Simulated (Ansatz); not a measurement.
Species: sum formula Si2N2H8, net charge 0, singlet state. SMILES: N[SiH2]N[SiH3]
Coordinates optimised at B3LYP-D3(BJ)/def2-TZVP (Ansatz, a program for electronic structure):
```
N
H 1 1.0124
Si 1 1.7254 2 114.62
N 3 1.7156 1 110.03 2 -51.02
H 4 1.0070 3 120.75 1 145.34
H 4 1.0075 5 111.95 3 -155.47
Si 1 1.7293 2 115.45 3 175.96
H 7 1.4791 1 108.40 2 160.13
H 7 1.4836 8 110.01 1 119.63
H 3 1.4836 4 103.92 5 22.74
H 3 1.4838 10 108.95 4 124.54
H 7 1.4856 8 108.21 9 116.86
```
Charge 0, spin multiplicity 1.

Property: atomisation energy (electronic, to ground-state atoms), in kcal/mol. Cores are frozen in the correlated levels unless marked. Open shells are spin-unrestricted. No spin-orbit coupling. No relativistic terms. The coupled-cluster limit lacks core correlation, which all-electron functionals hold. CBS(X,Y): correlation extrapolated as X^-3; Hartree-Fock from the larger set. The bracket is a focal-point correction in the basis named.

| level | program | atomisation energy (kcal/mol) |
|---|---|---|
| HF/6-31G* | Ansatz | 648.8 |
| HF/cc-pV(D+d)Z | Ansatz | 650.5 |
| BLYP/def2-TZVPD | Ansatz | 924.6 |
| r2SCAN/def2-TZVPD | Ansatz | 930.3 |
| B3LYP-D3(BJ)/def2-TZVPD | Ansatz + dftd3 | 943.9 |
| PBE0-D3(BJ)/def2-TZVP | Ansatz + dftd3 | 926.8 |
| r2SCAN0-D4/def2-TZVPD | Ansatz + dftd4 | 921.8 |
| HSE06-D4/def2-TZVPD | Ansatz + dftd4 | 928.1 |
| HSE06/def2-TZVPD | Ansatz | 923.5 |
| wB97M-V/def2-TZVPD | Ansatz | 942.8 |
| B2GP-PLYP-D4/def2-TZVPD | Ansatz + dftd4 | 925.1 |
| MP2/cc-pV(T+d)Z | Ansatz | 912.4 |
| RI-MP2/aug-cc-pV(T+d)Z | Ansatz | 919.8 |
| RI-MP2/CBS(aug-cc-pV(T+d)Z,aug-cc-pV(Q+d)Z) | Ansatz | 944.9 |
| CCSD/aug-cc-pV(T+d)Z | Ansatz | 907.6 |
| CCSD/cc-pV(Q+d)Z | Ansatz | 919.5 |
| CCSD(T)/cc-pV(T+d)Z | Ansatz | 911.1 |
| CCSD(T)/aug-cc-pV(Q+d)Z | Ansatz | 933.6 |
| RI-MP2/CBS(cc-pV(T+d)Z,cc-pV(Q+d)Z)+[CCSD(T)-MP2]/cc-pV(D+d)Z | Ansatz | 942.6 |
| RI-MP2/CBS(aug-cc-pV(T+d)Z,aug-cc-pV(Q+d)Z)+[CCSD(T)-MP2]/aug-cc-pV(Q+d)Z | Ansatz | 942.9 |
| CCSD(T)/CBS(aug-cc-pV(T+d)Z,aug-cc-pV(Q+d)Z) | Ansatz | 942.6 |
